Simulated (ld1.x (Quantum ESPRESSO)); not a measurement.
**Scattering properties, TM potential for carbon**

| Property | Result |
| --- | --- |
| Element | carbon (C) |
| Generator | ld1.x (Quantum ESPRESSO) 7.5 |
| Type | norm-conserving Troullier–Martins (Kleinman–Bylander form) |
| Functional | PW91 |
| Relativity | scalar-relativistic |
| Frozen core | [He] |
| Valence charge | 4 |
| Reference configuration | 2s2 2p0 (charge +2) |
| Partial waves | 2p (bound, empty): rc 2.15 bohr; 2s (bound): rc 0.75 bohr |
| Local potential | the s channel |
| Core correction | none |

The phase is arctan(r·u′/u) with u = r·R(r), unwrapped; energies in Ry, scanned from -5 to 5 Ry. A pole is an energy at which the radial function vanishes at the test radius. The pseudo phase is shifted by a multiple of π to meet the all-electron one at the reference energy, and phase errors are pseudo minus all-electron; the curves can meet again beyond the range given. Levels narrower than the energy grid can be missing from the lists of poles.

For each channel, where are the poles, and over which energies does the pseudopotential scatter like the atom?

```
channel  radius (bohr)  reference energy (Ry)  poles, all-electron  poles, pseudo  unbroken range about the reference energy with phases within 0.05 rad  phase error 1 Ry above the reference energy (rad)
      s           2.34                  -2.97          -2.58, 4.54    -2.58, 4.17                                                              below 0.3                                             -0.001
      p           2.34                  -2.34          -1.99, 3.93    -1.98, 4.72                                                             below -0.1                                             +0.005
```

Phases in the p channel:

```json
{"E (Ry)": "-5.00", "all-electron": "1.326", "pseudo": "1.327"}
{"E (Ry)": "-4.48", "all-electron": "1.299", "pseudo": "1.299"}
{"E (Ry)": "-3.96", "all-electron": "1.257", "pseudo": "1.258"}
{"E (Ry)": "-3.44", "all-electron": "1.180", "pseudo": "1.181"}
{"E (Ry)": "-2.92", "all-electron": "0.946", "pseudo": "0.948"}
{"E (Ry)": "-2.40", "all-electron": "-0.949", "pseudo": "-0.949"}
{"E (Ry)": "-1.88", "all-electron": "-1.623", "pseudo": "-1.621"}
{"E (Ry)": "-1.36", "all-electron": "-1.775", "pseudo": "-1.770"}
{"E (Ry)": "-0.84", "all-electron": "-1.892", "pseudo": "-1.879"}
{"E (Ry)": "-0.32", "all-electron": "-2.051", "pseudo": "-2.019"}
{"E (Ry)": "0.20", "all-electron": "-2.380", "pseudo": "-2.278"}
{"E (Ry)": "0.72", "all-electron": "-3.213", "pseudo": "-2.899"}
{"E (Ry)": "1.24", "all-electron": "-4.051", "pseudo": "-3.809"}
{"E (Ry)": "1.76", "all-electron": "-4.378", "pseudo": "-4.256"}
{"E (Ry)": "2.28", "all-electron": "-4.523", "pseudo": "-4.446"}
{"E (Ry)": "2.80", "all-electron": "-4.606", "pseudo": "-4.547"}
{"E (Ry)": "3.32", "all-electron": "-4.662", "pseudo": "-4.611"}
{"E (Ry)": "3.84", "all-electron": "-4.706", "pseudo": "-4.656"}
{"E (Ry)": "4.36", "all-electron": "-4.743", "pseudo": "-4.691"}
{"E (Ry)": "4.88", "all-electron": "-4.778", "pseudo": "-4.721"}
```
